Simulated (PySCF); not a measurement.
## Be (beryllium, neutral) across methods

[He] 2s2, closed-shell 1S. Computed with PySCF 2.14 in aug-cc-pVTZ-DK, with scalar relativity by spin-free X2C-1e.

| method | E (hartree) | mean ε 1s (eV) | mean ε 2s (eV) | Σ⟨r²⟩ (bohr²) | ⟨S²⟩ |
| --- | --- | --- | --- | --- | --- |
| PBE0 | -14.6385 | -111.96 | -6.496 | 16.80 | 0.000 |
| r2SCAN | -14.6508 | -108.64 | -5.748 | 16.98 | 0.000 |
| PBE | -14.6313 | -106.16 | -5.612 | 16.84 | 0.000 |
| UHF | -14.57539 | -128.80 | -8.417 | 17.32 | 0.000 |
| M06 | -14.6631 | -112.15 | -6.311 | 16.72 | 0.000 |
| HSE06 | -14.6408 | -111.57 | -6.097 | 16.81 | 0.000 |
| TPSS | -14.6733 | -107.79 | -5.747 | 16.73 | 0.000 |
| LDA | -14.4488 | -104.83 | -5.602 | 17.06 | 0.000 |

Estimate the same row for MN15.

E (hartree) = -14.6642; mean ε 1s (eV) = -111.31; mean ε 2s (eV) = -6.722; Σ⟨r²⟩ (bohr²) = 17.30; ⟨S²⟩ = 0.000.
